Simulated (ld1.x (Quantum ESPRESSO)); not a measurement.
# Transferability test, RRKJ potential for Ni

ld1.x (Quantum ESPRESSO) 7.5 input, shortened:

```
&input
   title='Ni', zed=28., rel=1, dft='PBE', iswitch=3,
   config='[Ar] 3d8 4s2 4p0 4f-2'
 /
 &inputp
   pseudotype=2, tm=.false., lloc=2,
   nlcc=.true., rcore=0.40
 /
4
3S  1  0   2.00   0.00  1.10  1.10  0.0
3P  2  1   6.00   0.00  1.25  1.25  0.0
4F  4  3  -2.00   0.40  1.35  1.35  0.0
3D  3  2   8.00   0.00  0.90  0.90  0.0
 &test
   configts(1)='3s2 3p6 3d8 4s2 4p0'
 /
```

Occupied shells without a wave of their own: 4s. They enter only through the test configuration that unscreens the potential, and ld1.x also counts them in the model core charge.

Energies are relative to the spin-unpolarised reference configuration 3s2 3p6 3d8 4s2 4p0; without spin polarisation the order of configurations can differ from experiment. The frozen-core shift is the all-electron ΔE with the core orbitals held at their reference shape minus the fully relaxed ΔE.

ld1.x takes every shell without a wave as core, so the model core holds the 4s electrons as well and exchange and correlation see them twice. This cancels in the reference configuration, but the file is broken for other ones, and its errors say nothing about a proper core correction.

```csv
valence configuration,charge,ΔE all-electron (eV),error AE − PS (meV),frozen-core shift (meV)
3s2 3p6 3d8 4s1 4p0,+1,9.322,-1978,+1.1
3s2 3p6 3d8 4s0 4p0,+2,26.673,-5772,+2.9
3s2 3p6 3d7 4s0 4p0,+3,64.140,-9160,-0.5
3s2 3p6 3d9 4s1 4p0,0,-1.595,-938,+3.4
3s2 3p6 3d8 4s0 4p1,+1,15.007,-4497,+1.7
3s2 3p6 3d8.5 4s1.5 4p0,0,-1.183,-553,+1.8
3s2 3p6 3d8 4s1.5 4p0,+0.5,3.717,-815,+0.5
```

These tests converged, but a pseudo level misses the all-electron one widely, so the file describes the atom poorly there or has found another state: 3s2 3p6 3d8 4s1 4p0: 4s by 2.7 eV; 3s2 3p6 3d8 4s0 4p0: 3d by 3.1 eV; 3s2 3p6 3d7 4s0 4p0: 3d by 3.7 eV; 3s2 3p6 3d9 4s1 4p0: 4s by 1.4 eV; 3s2 3p6 3d8 4s0 4p1: 3d by 2.5 eV; 3s2 3p6 3d8.5 4s1.5 4p0: 4s by 1.4 eV; 3s2 3p6 3d8 4s1.5 4p0: 4s by 2.0 eV. A variational frozen-core shift is positive and of second order in the change. This column holds negative values, so the frozen-core run of ld1.x carries numerical noise or an error of first order here, and the column gives no more than the rough size of the effect.

The potential misses its own reference levels by up to 1.3 eV, so it is not fit for use.
